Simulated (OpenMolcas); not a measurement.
# What dynamic correlation does to the levels of As⁺

```yaml
Program: OpenMolcas
Basis: ANO-R3 [7s6p5d3f2g]
Scalar_Hamiltonian: X2C, finite nucleus
Active_space: 2 electrons in 3 orbitals (4p)
State_averaging: 2S+1 = 3 even, 3 roots; 2S+1 = 1 even, 6 roots
Spin-orbit_coupling: state interaction with AMFI integrals over the reference wave functions, term energies averaged over their components
```

Methods on the same reference wave functions:
A. CASSCF
B. SS-CASPT2, IPEA 0.25 Eh, imaginary shift 0.1 Eh (closed shells correlated: 3d 4s)

Energies in cm⁻¹ above 4s² 4p² ³P₀, the measured ground level; measured values from NIST Handbook of Basic Atomic Spectroscopic Data.

```tsv
Level	A	B	Measured
4s² 4p² ³P₀	0.0	0.0	0.0
4s² 4p² ³P₁	900	941	1063
4s² 4p² ³P₂	2285	2290	2541
4s² 4p² ¹D₂	12494	10060	10096
4s² 4p² ¹S₀	28389	22570	22599
```

Deviations, from unrounded energies. A percentage is the sum of absolute deviations over the sum of measured energies, with the sign that they share, or ± where signs differ.

| Against measurement | Levels | A | B |
| --- | --- | --- | --- |
| mean absolute deviation (cm-1) | 4 | 2200 | 110 |
| fine structure of the ground term (%) | 2 | -11.7 | -10.4 |
| other terms of the ground configuration (%) | 2 | +25.0 | -0.2 |

B lies closest to measurement on these levels. The largest miss of B in the table is 4s² 4p² ³P₂, by -250 cm-1. The ranking rests on the paired levels alone, and a cruder setting can come out closer through cancelling errors.

From A to B the spin-free energies of the other terms of 4s² 4p² shown, above ³P, scale by factors of 0.77 to 0.78.

The lowest spin-free term lies below A's lowest term by 0.556 hartree in B.

CASPT2 does not keep the components of a term degenerate, so their means are used; among the terms shown or strongly mixed into the levels shown the widest spread is 98 cm-1 (4s² 4p² ¹D, B). With the s shell closed, the reference lacks s² → p² mixing. Without dynamic correlation excited terms often stand tens of per cent too high (terms of higher spin than the ground term too low), and those without a measured partner can miss by more than the paired ones (holds for A). Computed and measured levels are paired by configuration, term and J; levels that our copy of the source lacks, or whose pairing is in doubt (as where it misses far off the trend of its configuration), stay unpaired and out of the deviations. Levels of configurations outside the active space are missing.
